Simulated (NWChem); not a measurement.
sulfur difluoride (SF2); SMILES FSF

Computed with NWChem. Pople sets run with spherical d functions. Structure relaxed at the PBE0/def2-SVP level. Level: M06-2X/6-31G* with COSMO at NWChem's default radii, gas-phase geometry; rows give the dielectric constant.

For dielectric constant 25.0:

```yaml
dipole in solution (D): 1.59
```

**Question.** Estimate the same quantities for dielectric constant 2.4.

**Answer.** The dipole in solution (D) is 1.49.
